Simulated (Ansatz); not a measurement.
Geometry optimisation, Ansatz, RKS r2SCAN-D4/def2-mTZVP.

input.yaml

```yaml
crystal:
  periodic: [false, false, false]
  atoms:
    - { symbol: O, position_ang: [-0.54709, 0.11677, -0.8195] }
    - { symbol: Ga, position_ang: [0.73839, 0.10395, 0.85408] }
    - { symbol: Br, position_ang: [0.04229, -1.74432, 1.95115] }
    - { symbol: H, position_ang: [-1.22671, -0.56406, -0.9805] }
    - { symbol: H, position_ang: [-0.57458, 0.73466, -1.57079] }
    - { symbol: H, position_ang: [1.5677, 1.35299, 0.56556] }
total_charge: 1
basis:
  gaussian: { orbitals: def2-mTZVP }
hamiltonian:
  xc: r2scan
  dispersion: d4
relax:
  f_tol: 0.015
  max_steps: 40
output:
  orbitals: {}
```

Run as:

```bash
$ ansatz run input.yaml --threads 2 --pin off --max-ram 3072MiB --backend cpu --events-out ev --progress --plain --runs-dir out
```

Question: Where does it end, and by what steps?

Answer: The run converged. Limits of this set-up: the dipole of an ion depends on the origin. After 5 steps the energy has fallen by 0.093 eV; Ga2 moved furthest, 0.11 Å.

| step | energy less start (eV) | largest force component (eV/Å) | accepted |
| --- | --- | --- | --- |
| 0 | 0.0000 | 0.777 | yes |
| 1 | -0.0712 | 0.497 | yes |
| 2 | -0.0916 | 0.127 | yes |
| 3 | -0.0934 | 0.037 | yes |
| 4 | -0.0935 | 0.024 | yes |
| 5 | -0.0935 | 0.004 | yes |

```xyz
6
Properties=species:S:1:pos:R:3
O -0.539 0.096 -0.801
Ga 0.679 0.109 0.766
Br 0.051 -1.680 1.900
H -1.217 -0.587 -0.945
H -0.561 0.733 -1.536
H 1.586 1.328 0.617
```

Whether the end is a true minimum wasn't checked by a vibrational analysis.

The run took 30 s on 2 threads of Arm Neoverse V1 (shared host), peak memory 0.18 GiB.
